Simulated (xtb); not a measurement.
Sn(H)3(OH) (H₄OSn), SMILES [SnH3][OH]. All values are semi-empirical tight-binding results from xtb (GFN2-xTB unless named), good for trends rather than for accurate numbers. Geometry optimised at GFN2-xTB.

Optimised geometry:

```xyz
6

Sn    -0.0015    -0.2669     0.0000
O      0.1018     1.6688     0.0000
H     -0.8097    -0.7532     1.3741
H      1.5950    -0.6609     0.0000
H     -0.8097    -0.7532    -1.3741
H     -0.7138     2.1643     0.0000
```
Charge 0, spin multiplicity 1.

For metal compounds this method's bond lengths and energies can be far off.

Computed properties:
```yaml
point_group_as_xtb_finds_it: Cs
orbital_gap: 6.86 eV
zero_point_energy: 19.0 kcal/mol
G − E(el) at 298.15 K (modified RRHO): 2.1 kcal/mol
```

### Question
Give the atomic charges and the Wiberg bond orders between heavy atoms. (An estimate is asked for; the answer gives what the named calculation found.)

### Answer
charges (e) Sn1 0.18, O2 -0.49, H3 0.00, H4 0.02, H5 0.00, H6 0.29. Bond orders Sn1–O2 0.99.
